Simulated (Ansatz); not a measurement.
FH₆NSSi₂ (`N[SiH2][SiH](F)S`), relaxed with RKS PBE-D4/def2-SVP in Ansatz from a rough embedded geometry. The force threshold is 0.03 eV/Å; the program also tests the step.

Charge 0, multiplicity 1.

Start:

```xyz
11

N    -0.220   -1.773   -0.805
Si    0.960   -0.694   -0.389
Si    0.178    1.359    0.400
F    -0.559    2.216   -0.753
S    -1.210    1.056    2.002
H    -0.868   -2.009   -0.090
H    -0.827   -1.376   -1.584
H     1.763   -1.340    0.657
H     1.782   -0.460   -1.575
H     1.286    2.250    0.918
H    -2.286    0.771    1.218
```

| step | energy (eV) | largest force (eV/Å) | largest move (Å) |
| --- | --- | --- | --- |
| 1 | -30868.8252 | 2.961 | 0.000 |
| 2 | -30869.1212 | 1.597 | 0.194 |
| 3 | -30869.2030 | 0.659 | 0.176 |
| 4 | -30869.2365 | 0.381 | 0.095 |
| 5 | -30869.2665 | 0.205 | 0.200 |
| 6 | -30869.2834 | 0.282 | 0.197 |
| 7 | -30869.2905 | 0.202 | 0.065 |
| 8 | -30869.2960 | 0.160 | 0.082 |
| 9 | -30869.2977 | 0.173 | 0.061 |
| 10 | -30869.3005 | 0.162 | 0.033 |
| 11 | -30869.3025 | 0.104 | 0.017 |
| 12 | -30869.3065 | 0.108 | 0.058 |
| 13 | -30869.3116 | 0.427 | 0.062 |
| 14 | -30869.3134 | 0.542 | 0.024 |
| 15 | -30869.3167 | 0.668 | 0.027 |
| 16 | -30869.3264 | 0.676 | 0.042 |
| 17 | -30869.3446 | 0.649 | 0.069 |
| 18 (rejected) | -30869.3334 | 1.345 | 0.109 |
| 19 | -30869.3610 | 0.159 | 0.053 |
| 20 | -30869.3642 | 0.134 | 0.028 |
| 21 | -30869.3647 | 0.454 | 0.112 |
| 22 | -30869.3732 | 0.086 | 0.069 |
| 23 | -30869.3749 | 0.093 | 0.041 |
| 24 | -30869.3765 | 0.081 | 0.033 |
| 25 | -30869.3777 | 0.022 | 0.054 |
| 26 | -30869.3781 | 0.071 | 0.032 |
| 27 | -30869.3782 | 0.043 | 0.009 |
| 28 | -30869.3783 | 0.015 | 0.014 |

End:

```xyz
11

N    -0.663   -1.408   -0.464
Si    0.895   -0.571   -0.335
Si    0.237    1.574    0.389
F    -0.203    2.462   -0.933
S    -1.419    1.104    1.657
H    -0.667   -2.419   -0.294
H    -1.233   -1.206   -1.293
H     1.663   -1.287    0.743
H     1.726   -0.569   -1.596
H     1.221    2.417    1.147
H    -1.556   -0.098    0.979
```

It took 39 s on 4 threads of an Arm Neoverse V1 on a shared host, with 0.17 GiB of host memory at the peak.
